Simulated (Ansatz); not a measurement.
`COBS` and `COB(S)S` differ in one atom or group.

Ansatz, PBE0-D4/def2-TZVP geometries, multiplicity 1. Each molecule was computed in one conformer, which needn't be the lowest.

| property | `COBS` |
| --- | --- |
| HOMO energy (ωB97M-V/def2-TZVPP) / eV | -9.71 |
| size of the dipole moment (B3LYP/def2-TZVPP) / D | 2.04 |
| LUMO energy (PBE0/def2-TZVPP) / eV | -0.01 |
| HOMO–LUMO gap (PBE0/def2-TZVPP) / eV | 7.53 |
| HOMO energy (PBE0/def2-TZVPP) / eV | -7.53 |
| HOMO–LUMO gap (B3LYP/def2-TZVPP) / eV | 7.06 |

Question: Give the same properties after the change, and the shifts. (Estimate.)

Answer: Computed: 
```
                                        property  `COB(S)S`  shift
           HOMO energy (ωB97M-V/def2-TZVPP) / eV      -9.47   0.24
size of the dipole moment (B3LYP/def2-TZVPP) / D       1.35  -0.69
              LUMO energy (PBE0/def2-TZVPP) / eV       0.18   0.19
            HOMO–LUMO gap (PBE0/def2-TZVPP) / eV       7.50  -0.03
              HOMO energy (PBE0/def2-TZVPP) / eV      -7.33   0.20
           HOMO–LUMO gap (B3LYP/def2-TZVPP) / eV       6.97  -0.09
```

Dipoles are sizes alone; their direction can turn.

B3LYP here is the variant with VWN-RPA as its local correlation; programs differ in this.
